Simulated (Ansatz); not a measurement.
Cost and result for the atomization energy of C3H6BN (`BC1C=CN1`) (11 atoms, 11 bonds).

Cartesian coordinates in Å:
```
B 0.165 -1.188 0.651
C 0.505 0.316 0.670
C -0.936 0.334 0.171
C -0.443 0.706 -1.054
N 0.863 0.823 -0.672
H -0.256 -1.706 1.646
H 0.424 -1.837 -0.322
H 0.805 0.916 1.523
H -1.903 0.352 0.643
H -0.844 0.874 -2.048
H 1.619 0.411 -1.208
```

The species carries charge 0 and has multiplicity 1. The geometry is a stationary point of PBE0-D4/def2-TZVP. Program: Ansatz. All runs use 2 threads of an Intel Xeon Platinum 8375C on a shared host. Times are those of one run each, without the atoms' runs, and a repeat can differ threefold. Electronic energies, without spin–orbit coupling; frozen cores. CCSD(T)/CBS adds CCSD(T) − MP2 in def2-TZVPP to the MP2 limit, and its time is that of the two runs behind it. T1 = 0.015. B3LYP takes the VWN-RPA correlation (the form of Gaussian; ORCA's B3LYP/G). HSE06 is the plane-wave form, built on full-range PBE exchange.

CCSD(T)/CBS is a level of theory with its own doubt, some kJ/mol a heavy atom from the limit and from the frozen cores, so smaller differences don't rank the functionals.

```json
{"level": "LDA (SPW92)/def2-TZVPP", "functions": "239", "wall time": "1.4 s"}
{"level": "PBE-D4/def2-TZVPP (with forces)", "functions": "239", "wall time": "3.1 s"}
{"level": "HSE06-D4/def2-TZVPP", "functions": "239", "wall time": "3.4 s"}
{"level": "B3LYP-D4/def2-TZVPP (with forces)", "functions": "239", "wall time": "5 s"}
{"level": "r2SCAN-D4/def2-TZVPP (with forces)", "functions": "239", "wall time": "5.5 s"}
{"level": "CCSD(T)/def2-SVP", "functions": "100", "wall time": "5.5 s"}
{"level": "PBE-QIDH/def2-TZVPP", "functions": "239", "wall time": "7 s"}
{"level": "ωB97X-V/def2-TZVPP", "functions": "239", "wall time": "8 s"}
{"level": "B97M-V/def2-TZVPP", "functions": "239", "wall time": "9 s"}
{"level": "ωB97M-V/def2-TZVPP (with forces)", "functions": "239", "wall time": "12 s"}
{"level": "MP2/def2-QZVPP", "functions": "465", "wall time": "26 s"}
{"level": "CCSD(T)/def2-TZVPP", "functions": "239", "wall time": "5 min"}
{"level": "CCSD(T)/CBS(def2)", "functions": "–", "wall time": "5.5 min"}
```

**Question.** What atomization energy does each give, and how far from CCSD(T)/CBS? (Estimate.)

**Answer.** Computed: 
| level | atomization (kcal/mol) | difference from CCSD(T)/CBS | per bond |
| --- | --- | --- | --- |
| LDA (SPW92)/def2-TZVPP | 1219.2 | 177.8 | 16.2 |
| PBE-D4/def2-TZVPP (with forces) | 1086.1 | 44.7 | 4.1 |
| HSE06-D4/def2-TZVPP | 1063.7 | 22.3 | 2.0 |
| B3LYP-D4/def2-TZVPP (with forces) | 1050.0 | 8.6 | 0.8 |
| r2SCAN-D4/def2-TZVPP (with forces) | 1053.3 | 11.9 | 1.1 |
| CCSD(T)/def2-SVP | 996.2 | -45.2 | -4.1 |
| PBE-QIDH/def2-TZVPP | 1048.3 | 6.9 | 0.6 |
| ωB97X-V/def2-TZVPP | 1049.6 | 8.2 | 0.7 |
| B97M-V/def2-TZVPP | 1051.8 | 10.4 | 0.9 |
| ωB97M-V/def2-TZVPP (with forces) | 1052.6 | 11.2 | 1.0 |
| MP2/def2-QZVPP | 1054.8 | 13.4 | 1.2 |
| CCSD(T)/def2-TZVPP | 1014.8 | -26.6 | -2.4 |
| CCSD(T)/CBS(def2) | 1041.4 | 0.0 | 0.0 |

The D4 term adds +7.9 kcal/mol with B3LYP and +4.1 kcal/mol with PBE0; it sums over pairs of atoms, weighted by their polarisabilities, and B3LYP, whose exchange is more repulsive, gets the larger term. From r2SCAN to r2SCAN0 (25 % exact exchange), in def2-TZVPP and without D4, the atomization energy moves by −17.3 kcal/mol: exact exchange takes away binding that semilocal exchange gives to molecules. At CCSD(T), def2-SVP lies −45.2 kcal/mol from the extrapolated value and def2-TZVPP −26.6 kcal/mol: correlation converges slowly with the basis, and small sets miss more of it in the bonded molecule than in its fragments.
